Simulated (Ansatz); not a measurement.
C$_{5}$H$_{14}$AlN (`C[CH2][Al]([NH2])[CH](C)C`), relaxed with RKS PBE-D4/def2-SVP in Ansatz 0.2.0 from a rough embedded geometry. The force threshold is 0.03 eV/Å; the program also tests the step.

The species carries charge 0 and has multiplicity 1.

Start:

```xyz
21

C     1.256   -2.223    1.275
C     0.479   -0.938    1.523
Al   -0.677   -0.498   -0.024
N    -2.095   -1.742   -0.583
C    -0.490    1.249   -0.969
C    -0.766    2.430   -0.044
C     0.881    1.352   -1.586
H     1.914   -2.007    0.369
H     1.934   -2.396    2.084
H     0.630   -3.065    1.060
H    -0.154   -1.104    2.400
H     1.125   -0.069    1.691
H    -1.467   -2.621   -0.835
H    -2.622   -1.954    0.190
H    -1.241    1.254   -1.806
H    -0.056    2.438    0.777
H    -0.691    3.406   -0.592
H    -1.792    2.352    0.347
H     1.076    0.499   -2.300
H     1.717    1.323   -0.827
H     1.041    2.312   -2.150
```

```json
{"step": "1", "energy (eV)": "-13480.4008", "largest force (eV/Å)": "5.699", "largest move (Å)": "0.000"}
{"step": "2", "energy (eV)": "-13480.9588", "largest force (eV/Å)": "1.744", "largest move (Å)": "0.195"}
{"step": "3", "energy (eV)": "-13481.0463", "largest force (eV/Å)": "0.529", "largest move (Å)": "0.200"}
{"step": "4", "energy (eV)": "-13481.1314", "largest force (eV/Å)": "1.172", "largest move (Å)": "0.193"}
{"step": "5", "energy (eV)": "-13481.1986", "largest force (eV/Å)": "1.157", "largest move (Å)": "0.195"}
{"step": "6", "energy (eV)": "-13481.3414", "largest force (eV/Å)": "0.757", "largest move (Å)": "0.200"}
{"step": "7", "energy (eV)": "-13481.4368", "largest force (eV/Å)": "0.654", "largest move (Å)": "0.200"}
{"step": "8", "energy (eV)": "-13481.4999", "largest force (eV/Å)": "0.167", "largest move (Å)": "0.200"}
{"step": "9", "energy (eV)": "-13481.5097", "largest force (eV/Å)": "0.343", "largest move (Å)": "0.200"}
{"step": "10 (rejected)", "energy (eV)": "-13481.4460", "largest force (eV/Å)": "2.464", "largest move (Å)": "0.160"}
{"step": "11", "energy (eV)": "-13481.5293", "largest force (eV/Å)": "0.298", "largest move (Å)": "0.078"}
{"step": "13", "energy (eV)": "-13481.5369", "largest force (eV/Å)": "0.044", "largest move (Å)": "0.040"}
{"step": "15", "energy (eV)": "-13481.5374", "largest force (eV/Å)": "0.008", "largest move (Å)": "0.015"}
{"step": "17", "energy (eV)": "-13481.5380", "largest force (eV/Å)": "0.037", "largest move (Å)": "0.061"}
{"step": "19", "energy (eV)": "-13481.5385", "largest force (eV/Å)": "0.135", "largest move (Å)": "0.124"}
{"step": "21", "energy (eV)": "-13481.5412", "largest force (eV/Å)": "0.086", "largest move (Å)": "0.039"}
{"step": "23 (rejected)", "energy (eV)": "-13481.5425", "largest force (eV/Å)": "0.224", "largest move (Å)": "0.199"}
{"step": "25", "energy (eV)": "-13481.5470", "largest force (eV/Å)": "0.092", "largest move (Å)": "0.097"}
{"step": "27", "energy (eV)": "-13481.5501", "largest force (eV/Å)": "0.131", "largest move (Å)": "0.050"}
{"step": "29", "energy (eV)": "-13481.5549", "largest force (eV/Å)": "0.162", "largest move (Å)": "0.175"}
{"step": "31", "energy (eV)": "-13481.5597", "largest force (eV/Å)": "0.031", "largest move (Å)": "0.044"}
{"step": "33 (rejected)", "energy (eV)": "-13481.5578", "largest force (eV/Å)": "0.241", "largest move (Å)": "0.185"}
{"step": "35", "energy (eV)": "-13481.5625", "largest force (eV/Å)": "0.007", "largest move (Å)": "0.035"}
{"step": "37", "energy (eV)": "-13481.5640", "largest force (eV/Å)": "0.083", "largest move (Å)": "0.089"}
{"step": "39", "energy (eV)": "-13481.5648", "largest force (eV/Å)": "0.008", "largest move (Å)": "0.013"}
```

End:

```xyz
21

C     0.922   -2.387    1.795
C     0.834   -0.921    1.341
Al   -0.410   -0.530   -0.148
N    -1.430   -1.876   -0.750
C    -0.550    1.271   -0.986
C    -0.843    2.358    0.064
C     0.727    1.604   -1.781
H     1.262   -3.054    0.975
H     1.627   -2.535    2.641
H    -0.064   -2.775    2.131
H     0.540   -0.270    2.197
H     1.842   -0.544    1.050
H    -2.120   -1.816   -1.502
H    -1.404   -2.832   -0.386
H    -1.404    1.239   -1.702
H    -0.044    2.410    0.836
H    -0.904    3.371   -0.395
H    -1.801    2.186    0.600
H     0.919    0.880   -2.602
H     1.629    1.607   -1.130
H     0.672    2.615   -2.247
```

Hardware: 3 threads of an AMD EPYC 7R13 on a shared host and a share of an NVIDIA H100 80 GB. Wall time 65 s, peak host memory 0.85 GiB.
